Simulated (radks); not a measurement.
Problem. All-electron atom: Al in [Ne] 3s2 3p(up 0.625, down 0.375) (fractional occupations, a model configuration). All-electron calculation, scalar-relativistic Kohn-Sham, r2SCAN, spin-polarised, spherical densities, finite nucleus; meta-GGA in the generalised Kohn-Sham scheme; Fermi nuclear charge, rms radius 3.061 fm. Program: a radial shooting solver on a logarithmic mesh with Libxc functionals. Some entries of the table are withheld. Estimate them.

orbital   occ.  eigenvalue (hartree)  r(max) (bohr)  <r^2> (bohr^2)
1s up        1             -55.91331        0.07838         0.01946
1s down      1             -55.91274        0.07838         0.01946
2s up        1                   (1)         0.4956          0.4653
2s down      1                   (2)         0.4957          0.4654
2p up        3              -2.62741         0.4295          0.4600
2p down      3              -2.62663         0.4296          0.4599
3s up        1              -0.29717          2.106           7.787
3s down      1              -0.28860          2.097           7.743
3p up    0.625              -0.10195          2.640           13.73
3p down  0.375              -0.09258          2.628           13.88

Solution. 
(1) 2s up eigenvalue (hartree): -4.10841
(2) 2s down eigenvalue (hartree): -4.10797
